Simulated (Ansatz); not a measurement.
Correlation energies of F₃GeH₃Si, SMILES `[F][Ge]([F])([F])[SiH3]` by basis set

```csv
atom,x (Å),y (Å),z (Å)
F1,1.4053,-1.0462,1.6114
Ge2,0.2356,0.0883,1.0626
F3,0.8705,1.6234,1.5063
F4,-1.1185,-0.1425,2.0969
Si5,-0.2782,-0.1045,-1.2532
H6,0.9827,0.1171,-1.9962
H7,-0.8100,-1.4692,-1.4670
H8,-1.2874,0.9337,-1.5608
```

Total charge 0; spin multiplicity 1. Correlated methods include outer-core shells of Ge, which these sets cover unevenly. Scalar relativity is left out up to krypton. Geometry: relaxed with PBE0-D4/def2-TZVP. Frozen core, restricted reference, Ansatz 0.2.0.

| basis | HF (Eh) | MP2 corr. |
| --- | --- | --- |
| def2-SVP | -2663.88011 | -0.88046 |
| def2-TZVPP | -2664.64289 | -1.11982 |
| def2-QZVPP | -2664.70915 | -1.46502 |

**Question.** Estimate the CCSD correlation energy and the (T) correction in each basis where they were run (hartree).

**Answer.** 
| basis | CCSD corr. | (T) |
| --- | --- | --- |
| def2-SVP | -0.90052 | -0.01781 |
| def2-TZVPP | -1.13692 | -0.03537 |
